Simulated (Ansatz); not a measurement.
One geometry of Ga2Se3, several levels of theory.

```yaml
crystal:
  periodic: [false, false, false]
  atoms:
    - {symbol: Ga, position_ang: [-0.795330, 0.513775, -0.018862]}
    - {symbol: Ga, position_ang: [2.103069, 0.133518, 0.073820]}
    - {symbol: Se, position_ang: [0.325059, -1.675720, -0.016572]}
    - {symbol: Se, position_ang: [-2.251387, -1.219752, -0.096092]}
    - {symbol: Se, position_ang: [0.618588, 2.248189, 0.057715]}
basis:
  gaussian: {orbitals: 6-31G}
hamiltonian: {xc: hf}
scf: {omitted_lower_state_checks: [starts]}
output: {orbitals: {seedname: orbitals}}
```

The file start.molden holds the orbitals of an earlier run on this structure, at another level or in another basis.

```sh
$ ansatz run in.yaml --threads 4 --pin off --events-out ev --progress --plain --max-ram 4787MiB
```

Output, abridged:

```
Functional definition: HF
1272 factors; integrals over basis functions are off by at most 3.9e-4 eV
mean field evaluation 1: about -300531.5703 eV, gradient 1.9e1 eV
mean field evaluation 2: about -300531.6308 eV, gradient 1.9e1 eV
mean field evaluation 4: about -300533.2087 eV, gradient 2.3e0 eV
mean field evaluation 8: about -300533.2438 eV, gradient 3.4e-1 eV
mean field -300533.24571267 eV, -11044.3930711902 hartree, gradient 1.5e-5 eV, S^2 0.000000; 0 other end points of the search recorded, 0 dependent functions left out
reference -300533.24571267 eV, -11044.3930711902 hartree; 82, 82 occupied and 63, 63 virtual orbitals, 1272 factors
Total energy: -300533.24571267 eV, -11044.3930711902 hartree
Checks for a lower state left out: starts
```

Hardware: 4 threads of Arm Neoverse V1 on a shared host. Wall time 2.9 s.

First input, but with `gaussian: {orbitals: STO-3G}` (abridged; 3.7 s):

```
Functional definition: HF
mean field evaluation 16: about -297218.0636 eV, gradient 7.3e-2 eV
mean field evaluation 32: about -297218.1536 eV, gradient 1.4e-1 eV
mean field -297218.15382461 eV, -10922.5656913540 hartree, gradient 1.6e-5 eV, S^2 0.000000
Total energy: -297218.15382461 eV, -10922.5656913540 hartree
Checks for a lower state left out: starts
```

As the first input, with `gaussian: {orbitals: def2-TZVP, initial_orbitals: start.molden}`, `hamiltonian: {xc: pbe0, dispersion: d4}`, `output: {forces: true, orbitals: {seedname: orbitals}}` (abridged; 16 s):

```
Functional definition: PBE0
mean field -300772.29718982 eV, -11053.1780509404 hartree, gradient 1.6e-5 eV, S^2 0.000000
Total energy: -300772.58713977 eV, -11053.1887064046 hartree
Atom 0 force     0.007509     0.070201     0.001732 eV/Å
Atom 1 force     0.192419     0.108136     0.008101 eV/Å
Atom 2 force    -0.558687    -0.047423    -0.019429 eV/Å
Atom 3 force     0.444933    -0.053701     0.013828 eV/Å
Atom 4 force    -0.086174    -0.077212    -0.004232 eV/Å
Dipole moment:     0.085721     0.139080     0.005178 e Å
Checks for a lower state left out: starts
```

The first input with `gaussian: {orbitals: def2-SVP, initial_orbitals: start.molden}`, `hamiltonian: {xc: {text: "exchange = 0.90*pbe_x + 0.10*exact_x\ncorrelation = pbe_c"}}` (abridged; 5.5 s):

```
Functional definition: unnamed
mean field -300730.00826755 eV, -11051.6239617115 hartree, gradient 2.4e-5 eV, S^2 0.000000
Total energy: -300730.00829858 eV, -11051.6239628521 hartree
Checks for a lower state left out: starts
```

First input, but with `gaussian: {orbitals: def2-TZVP, initial_orbitals: start.molden}`, `hamiltonian: {xc: pbe, dispersion: d4}` (abridged; 4.1 s):

```
Functional definition: PBE
mean field -300764.32542083 eV, -11052.8850938336 hartree, gradient 1.8e-5 eV, S^2 0.000000
Total energy: -300764.66015784 eV, -11052.8973951919 hartree
Checks for a lower state left out: starts
```

First input, but with `gaussian: {orbitals: def2-TZVP, initial_orbitals: start.molden}`, `hamiltonian: {xc: {name: wB97X-V}}` (abridged; 24 s):

```
Functional definition: wB97X-V
mean field -300780.76799137 eV, -11053.4893471557 hartree, gradient 2.5e-5 eV, S^2 0.000000
Total energy: -300780.76798966 eV, -11053.4893470931 hartree
Checks for a lower state left out: starts
```

As the first input, with `gaussian: {orbitals: def2-TZVP, initial_orbitals: start.molden}`, `hamiltonian: {xc: hse06, dispersion: d4}` (abridged; 12 s):

```
Functional definition: HSE06
mean field -300772.57849153 eV, -11053.1883885878 hartree, gradient 2.0e-5 eV, S^2 0.000000
Total energy: -300772.86144699 eV, -11053.1987870092 hartree
Checks for a lower state left out: starts
```

Geometry: r2SCAN-D4/def2-SVP.

The 6-31G sets use Cartesian d functions. HSE06 is defined as in plane-wave codes, on full-range PBE exchange. The restricted singlet is unstable towards broken spin symmetry in Hartree–Fock (as tested in another run); at HF/6-31G, HF/STO-3G this wasn't settled. The structure comes from a short search, and lower isomers may exist.
